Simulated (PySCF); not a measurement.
Isomers of C6H12F3N, one GFN2-xTB conformer each. Single-point energies are computed at PBE0/pcSseg-1 (PySCF, gas phase, no added dispersion term), electronic only.

Problem. Rank them by PBE0/pcSseg-1 energy, lowest first (kJ/mol).
A. `[CH3:1][C:2]([CH3:3])([CH3:4])[NH:5][CH2:6][C:7]([F:8])([F:9])[F:10]` with C2–N5–C6–C7 -173°
B. `[CH3:1][CH2:2][N:3]([CH3:4])[CH2:5][CH2:6][C:7]([F:8])([F:9])[F:10]` with C1–C2–N3–C4 172°, C2–N3–C5–C6 -63°, N3–C5–C6–C7 -179°
C. `[CH3:1][CH2:2][CH2:3][N:4]([CH3:5])[CH2:6][C:7]([F:8])([F:9])[F:10]` with C1–C2–C3–N4 -169°, C2–C3–N4–C5 -73°, C3–N4–C6–C7 65°

Solution. A (0.0), B (29.2), C (34.9).

As drawn, the lowest has an N–H bond, which the highest lacks. Neighbours under 10 kJ/mol apart (CCN(C)CCC(F)(F)F and CCCN(C)CC(F)(F)F) can change places with a better method, another conformer or zero-point energy. GFN2-xTB itself gives, in the same order: 0.5, 0.0, 6.1. GFN2-xTB puts CCN(C)CCC(F)(F)F lowest instead; measured from each level's own lowest isomer, the values differ by up to 29.2 kJ/mol (CCN(C)CCC(F)(F)F: 0.0 against 29.2).

Problem. Which frontier levels, dipoles and rotational constants go with these structures?

Solution. 
```
            SMILES  HOMO (eV, PBE0/pcSseg-1)  LUMO (eV)  dipole (D)       A, B, C (MHz)
CC(C)(C)NCC(F)(F)F                     -6.82       1.08        3.01  2468, 646.8, 645.2
  CCN(C)CCC(F)(F)F                     -6.31       1.16        2.58  2152, 680.4, 597.0
  CCCN(C)CC(F)(F)F                     -6.49       1.30        1.86  2391, 679.4, 608.7
```
